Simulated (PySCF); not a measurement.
An unknown shows these calculated signals:

1H NMR (500 MHz, computed): δ 5.71 (m, 2H), 5.67 (m, 2H), 5.00 (s, 2H), 2.34 (s, 3H).

13C{1H} NMR (computed): δ 256.4 (C), 37.5 (CH3).

[PySCF: structure optimised with GFN2-xTB; NMR shieldings at PBE0/pcSseg-1/GIAO; relativity neglected; one computed conformer; fast rotation and ring inversion assumed for equivalent nuclei; no solvent model]

Scale: 1H (31.72 ppm) and 13C (186.93 ppm) against TMS (reference shieldings calculated alike).

Which of these does the molecule contain: an aldehyde, a Si–H bond, a CF3 group, an N-methyl group?

Results:


- An aldehyde: no.
- A Si–H bond: yes (δH 5.00 (s)).
- A CF3 group: no.
- An N-methyl group: no.

The data belong to `CC(=O)[SiH2]O[SiH2][SiH2]F`, C2H9FO2Si3; they needn't prove each group on their own.

Carbon signals by region: 1 in the far downfield region (above 160 ppm), 1 below 50 ppm. Above 160 ppm: 256.4, carbonyl carbon.

Splittings by 19F in the carbon and heteronuclear signals aren't shown, as no couplings were computed. Shifts are as computed. Against solution values, carbons near 30 ppm lie about +3 ppm off and those near 130 ppm about +5 ppm. Of 1309 compounds with measured shifts, 239 miss one by over three times the rms of a fit or turn the order of signals round; such compounds aren't used in these exercises. No couplings were computed; multiplicities are counted from neighbouring protons, with m where these are inequivalent, close in shift, in a saturated or five-membered ring or joined by F or P, and br s for small geminal =CH2 splittings.
